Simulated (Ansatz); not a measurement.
System: sum formula SiBr3Cl, charge 0, multiplicity 1. 
Coordinates optimised at B3LYP-D3(BJ)/def2-TZVP (Ansatz, a program for electronic structure):
```xyz
5

Si    -0.0103    -0.0216     0.3056
Cl    -0.0789    -0.1652     2.3377
Br    -0.8817     1.9078    -0.3167
Br     2.0899    -0.1390    -0.3611
Br    -1.1657    -1.6799    -0.5799
```
Charge 0, spin multiplicity 1.

Basis-set convergence of Hartree-Fock and CCSD correlation energies (hartree) with Ansatz. Cores are frozen in the correlated levels unless marked. Spin-orbit coupling is left out. The frozen core is the preceding noble-gas configuration, with the filled d and f shells of earlier blocks. No relativistic terms.

```
basis       functions        E(HF)  E(corr, CCSD)
----------  ---------  -----------  -------------
def2-SVP          132  -8464.69256       -0.61902
def2-TZVPP        228   (withheld)     (withheld)
```

**Question.** Fill in the missing entries.

**Answer.** 
- def2-TZVPP, E(HF): -8465.90705
- def2-TZVPP, E(corr, CCSD): -0.83361
